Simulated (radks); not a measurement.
Values are calculated unless marked as measured or tabulated.
Spherical quantum dot in the effective-mass picture: electrons in a parabolic well V = omega^2 r^2 / 2 with omega = 0.323, with a point charge +1 (a donor) at the centre, all in effective atomic units (hartree* = m*/eps^2 hartree, bohr* = eps/m* bohr), one dielectric constant everywhere. Level of theory: non-relativistic Kohn-Sham, PBEsol, spin-polarised, spherical densities (a radial shooting solver with Libxc functionals). Levels are named by radial order and angular momentum (1s, 1p, 1d, 2s, ...), and open shells are averaged over m. Results are scaled to m* = 0.059 and eps = 16.1, for which hartree* = 6.194 meV and bohr* = 14.44 nm.

N = 11, configuration 1s2 1p6 1d(up 1, down 0) 2s2. This is the lowest configuration that the search found. Occupied and some empty levels:

| level | occupation | eigenvalue (meV) | <r> (nm) |
|---|---|---|---|
| 1s up | 1 | 18.197 | 34.23 |
| 1s down | 1 | 18.225 | 33.59 |
| 1p up | 3 | 19.456 | 52.41 |
| 1p down | 3 | 19.524 | 52.15 |
| 2s up | 1 | 20.156 | 47.16 |
| 2s down | 1 | 20.208 | 47.53 |
| 1d up | 1 | 20.531 | 59.28 |
| 1d down | 0 | 20.609 | 59.19 |
| 1f up | 0 | 21.739 | 64.58 |
| 1f down | 0 | 21.820 | 64.60 |
| 2p up | 0 | 22.199 | 56.16 |
| 2p down | 0 | 22.246 | 56.26 |
| 1g up | 0 | 23.065 | 69.21 |
| 1g down | 0 | 23.145 | 69.31 |

Energy (meV): total 120.098, kinetic 19.129, external 18.592, Hartree 99.247, exchange-correlation -16.869.

Electron density:

| r (nm) | n(r) (e/nm^3) |
|---|---|
| 2.10 | 0.0001420 |
| 10.0 | 0.00005084 |
| 17.9 | 0.00002129 |
| 25.8 | 0.00001163 |
| 33.7 | 8.905e-06 |
| 41.6 | 8.162e-06 |
| 49.5 | 7.234e-06 |
| 57.4 | 5.518e-06 |
| 65.4 | 3.429e-06 |
| 73.3 | 1.684e-06 |
| 81.2 | 6.442e-07 |
| 89.1 | 1.961e-07 |
| 97.0 | 4.756e-08 |
| 105 | 9.175e-09 |
